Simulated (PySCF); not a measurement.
```xyz
6

O     -1.0916     0.5935    -0.0978
C     -0.4197    -0.4819     0.0840
Se     1.3748    -0.7796     0.1287
H     -0.5687     1.4073    -0.2387
H     -1.0497    -1.3573     0.2364
H      1.7545     0.6279    -0.1141
```

Charge 1, multiplicity 1.

Task: Give the Mulliken and meta-Löwdin atomic charges from PBE-D3(BJ)/def2-TZVP // TPSSh-D3(BJ)/def2-TZVP (PySCF).

Result: 
```tsv
atom	Mulliken (e)	meta-Löwdin (e)
O1	-0.14	-0.24
C2	0.05	0.09
Se3	0.32	0.44
H4	0.37	0.40
H5	0.23	0.21
H6	0.17	0.11
```
